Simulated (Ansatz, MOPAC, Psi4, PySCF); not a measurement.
System: AlCl, charge 0, multiplicity 1. SMILES: [Al][Cl]
Coordinates optimised at B3LYP-D3(BJ)/def2-TZVP (Ansatz, an electronic-structure program):
```
Al
Cl 1 2.1602
```

Property: size of the dipole moment, in D. Terms: PM7 with its own dispersion and hydrogen-bond terms; six Cartesian d functions in 6-31G* and its kin unless marked 5d; 6-311+G** with 5d, 6d on Na to Ar in Ansatz; non-relativistic; spin-orbit terms left out. Ab initio and DFT rows: single points at B3LYP-D3(BJ) geometries (Ansatz). Semi-empirical rows: dipoles at the shared geometry.

```json
[
 {"level": "PM6", "program": "MOPAC", "size of the dipole moment (D)": "2.68"},
 {"level": "PM7", "program": "MOPAC", "size of the dipole moment (D)": "2.62"},
 {"level": "SVWN5/6-31G*", "program": "Ansatz", "size of the dipole moment (D)": "1.62"},
 {"level": "PBE/STO-3G", "program": "Ansatz", "size of the dipole moment (D)": "3.78"},
 {"level": "PBE/def2-SVP", "program": "Ansatz", "size of the dipole moment (D)": "1.15"},
 {"level": "PBE/6-311+G**", "program": "Ansatz", "size of the dipole moment (D)": "1.86"},
 {"level": "B3LYP/6-311+G**", "program": "Ansatz", "size of the dipole moment (D)": "2.06"},
 {"level": "M06-2X/6-31G* (5d)", "program": "PySCF", "size of the dipole moment (D)": "2.04"},
 {"level": "wB97X-D/6-311+G**", "program": "Psi4", "size of the dipole moment (D)": "1.99"}
]
```

No value to compare with is used here. The 9 habitual levels span 1.15 (PBE/def2-SVP) to 3.78 D (PBE/STO-3G).

The levels are drawn from those run, B3LYP/6-31G* more often than the rest, none by its result; runs whose electronic state is in doubt are left out.
